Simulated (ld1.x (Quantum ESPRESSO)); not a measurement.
**technetium (Tc): variants of one TM potential**

Base potential:

- Element: Tc
- Generator: ld1.x (Quantum ESPRESSO) 7.5
- Type: norm-conserving Troullier–Martins (Kleinman–Bylander form)
- Functional: BLYP
- Relativity: scalar-relativistic
- Frozen core: [Ar] 3d10
- Valence charge: 15
- Reference configuration: 4s2 4p6 4d5 5s1.75 5p0.25
- Partial waves: 4p (bound): rc 1.10 bohr; 4d (bound): rc 2.05 bohr; 4s (bound): rc 1.15 bohr
- Local potential: the s channel
- Core correction: none

Occupied shells without a wave of their own: 5p, 5s. They enter only through the test configuration that unscreens the potential.

Cutoffs, loose and tight: the cutoffs (Ry, on a coarse ladder) from which the occupation-weighted sum of valence levels, in a spherical-Bessel basis at the reference potential, stays within 10 and 1 mRy of its value at 400 Ry. They do not see the model core or the augmentation charge, which bear on the density cutoff. Test errors are all-electron minus pseudo excitation energies from the reference, over the configurations 4s2 4p6 4d5 5s2 5p0; 4s2 4p6 4d5 5s1 5p0; 4s2 4p6 4d5 5s0 5p0; 4s2 4p6 4d5 5s0 5p1; 4s2 4p6 4d3 5s0 5p0; 4s2 4p6 4d5 5s1 5p1; 4s2 4p6 4d6 5s0 5p0. A dash means not determined; rows that change the core or the reference have their own tests.

```tsv
change	outcome	cutoff, loose	cutoff, tight	bound ghosts	largest test error (meV)
base	generated	120 Ry	200 Ry	none	-543
local potential the p channel	generated	120 Ry	200 Ry	none	-168
functional PBEsol	generated	120 Ry	200 Ry	none	-540
wave 4d (bound): rc 2.05 bohr becomes 4d (bound): rc 1.90 bohr	generated	120 Ry	200 Ry	none	-547
all radii scaled by about 1.09 (s 1.26, p 1.20, d 2.24 bohr)	generated, misses its reference levels by 0.19 eV	110 Ry	160 Ry	none	-1024
wave 4p (bound): rc 1.10 bohr becomes 4p (bound): rc 1.56 bohr	generated	100 Ry	180 Ry	none	-584
reference 4s2 4p6 4d5.5 5s1.5 5p0	generated	120 Ry	200 Ry	none	-234
wave 4s (bound): rc 1.15 bohr becomes 4s (bound): rc 1.70 bohr	generated, misses its reference levels by 1.51 eV	110 Ry	140 Ry	none	-7812
wave 4d (bound): rc 2.05 bohr becomes 4d (bound): rc 2.10 bohr	generated	120 Ry	200 Ry	none	-541
functional LDA (PZ)	generated	120 Ry	200 Ry	none	-548
reference 4s2 4p6 4d6 5s1 5p0	generated	120 Ry	180 Ry	none	-236
wave 4s (bound): rc 1.15 bohr becomes 4s (bound): rc 1.18 bohr	generated	120 Ry	180 Ry	none	-625
```
